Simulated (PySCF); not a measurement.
# Computed spin Hamiltonian

Species: C7H11 (doublet state).
Geometry (GFN2-xTB, Å), atoms numbered from 1 in this order:
```
atom  x, y, z in Å
C1     1.997   -0.750   -0.069
C2     0.516   -0.600   -0.125
C3    -0.399   -1.535    0.097
C4    -1.797   -1.015   -0.052
C5    -1.574    0.401   -0.419
C6    -0.127    0.727   -0.460
C7     0.269    1.848    0.521
H8     2.405   -0.176    0.763
H9     2.451   -0.379   -0.987
H10    2.272   -1.793    0.064
H11   -0.204   -2.563    0.351
H12   -2.358   -1.570   -0.819
H13   -2.375   -1.129    0.877
H14   -2.356    1.118   -0.572
H15    0.186    1.060   -1.464
H16   -0.301    2.749    0.306
H17    0.058    1.539    1.542
H18    1.328    2.075    0.433
```

As a line formula: `C[C@H]1C(C)=CC[CH]1` [radical].

Computed, not measured: PySCF 2.14.0, UKS B3LYP, pcH-1 on C H, non-relativistic, mean-field spin-orbit, GIAO. Geometry: GFN2-xTB; no solvent, vibrations or thermal averaging. A GFN2-xTB geometry isn't a minimum of the functional, and hyperfine couplings can be far from their values at a DFT geometry. No stability test was run, so a lower SCF solution isn't excluded.

* g1, g2, g3: 2.00216, 2.00272, 2.00288
* g_iso: 2.00259
* Form of g: rhombic: the two nearest values differ by 23 % of g3 − g1
* ⟨S²⟩: 0.7540 (exact 0.7500)
* α and β electrons: 27, 26
* HOMO–LUMO gap, α and β orbitals: 5.57, 5.32 eV
* Total energy: -273.32273 Eh
* Basis functions: 285

Isotropic coupling and dipolar principal values T1 to T3, in MHz; ρ(0) is the spin density at the nucleus:

```csv
atom,isotope,a_iso,T1,T2,T3,Mulliken spin population,ρ(0) (bohr⁻³)
C1,13C,-0.4,-0.3,-0.2,0.5,0.00,-0.0004
C2,13C,0.1,-1.3,-0.9,2.2,0.00,0.0001
C3,13C,0.5,-1.1,-1.0,2.1,0.00,0.0005
C4,13C,-34.3,-2.2,0.3,1.9,-0.09,-0.0305
C5,13C,90.0,-81.1,-80.9,161.9,1.03,0.0800
C6,13C,-33.0,-2.0,0.1,1.9,-0.07,-0.0294
C7,13C,68.3,-4.2,-4.1,8.3,0.03,0.0608
H8,1H,-0.1,-1.0,-0.9,1.9,0.00,0.0000
H9,1H,0.1,-1.0,-0.9,2.0,0.00,0.0000
H10,1H,-0.1,-0.8,-0.7,1.5,0.00,0.0000
H11,1H,-1.7,-1.7,-1.6,3.3,0.00,-0.0004
H12,1H,112.7,-5.0,-3.8,8.9,0.05,0.0252
H13,1H,111.0,-4.9,-3.8,8.7,0.05,0.0248
H14,1H,-62.9,-38.8,0.0,38.8,-0.04,-0.0141
H15,1H,106.7,-5.2,-3.9,9.1,0.04,0.0239
H16,1H,-2.4,-4.2,-2.5,6.7,0.00,-0.0005
H17,1H,-3.5,-5.0,-2.0,7.0,0.00,-0.0008
H18,1H,9.9,-3.0,-1.7,4.7,0.01,0.0022
```

The Mulliken spin populations are largest on C5 (+1.03), C4 (-0.09) and C6 (-0.07). C5 is the only atom above +0.15. The positive populations add up to 1.21 and the negative ones to -0.21, together 2S = 1. The angles at C5 add up to 359.9°, so it is planar; its axial dipolar tensor and the negative coupling of its proton fit spin in a p orbital normal to that plane.

Axes: g3 points within 14° of the C5–H14 bond.

Under fast tumbling the dipolar parts average out, and these isotropic splittings remain: 1 × 1H (H12, I = 1/2, 2 lines) with 4.02 mT, 1 × 1H (H13, I = 1/2, 2 lines) with 3.96 mT, 1 × 1H (H15, I = 1/2, 2 lines) with 3.81 mT, 1 × 1H (H14, I = 1/2, 2 lines) with 2.24 mT, 1 × 1H (H11, I = 1/2, 2 lines) with 0.06 mT and 3 × 1H (H16/H17/H18, I = 1/2, 4 lines) with 0.05 mT.

Nuclei that the bonding pattern makes equivalent are averaged, as if the motion that swaps them (rotation, inversion, ring flip) were fast. The three 1H nuclei of mean +1.3 MHz run from -3.5 to 9.9 MHz in the frozen geometry.

The 13C coupling of C5 (90.0 MHz) shows only in satellite lines or after enrichment, since that isotope makes up about 1.07 % of natural carbon.

Examples of negative spin density at the nucleus (bohr⁻³): C4 (-0.0305), C6 (-0.0294) and H14 (-0.0141).
